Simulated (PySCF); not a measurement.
## How methods differ on the excitation energy of Sc

Sc [Ar] 3d1 4s2 (2D) → Sc [Ar] 3d3 (4F), as a difference of total energies. Calculation: PySCF 2.14, in aug-cc-pwCVTZ (10s9p7d4f3g, 127 functions); the non-relativistic Hamiltonian (point nucleus). Correlated levels: valence: [Ar] frozen; valence and next inner shell: [Ne] frozen; nothing frozen. The calculations carry no spin-orbit coupling.

| method | excitation energy (eV) |
| --- | --- |
| UHF | 4.499 |
| LDA | 2.872 |
| PBE | 2.836 |
| PBE0 | 3.183 |
| revPBE | 2.810 |
| PW91 | 2.820 |
| M06-2X | 4.378 |
| MP2 (valence) | 4.482 |
| SCS-MP2 (valence) | 5.123 |
| MP2 (valence and next inner shell) | 3.987 |
| SCS-MP2 (valence and next inner shell) | 4.669 |
| MP2 (all electrons) | 3.987 |
| SCS-MP2 (all electrons) | 4.672 |

How much does correlation contribute at MP2 (all electrons)?

3.987 − (4.499) = -0.512 eV, measured against UHF.
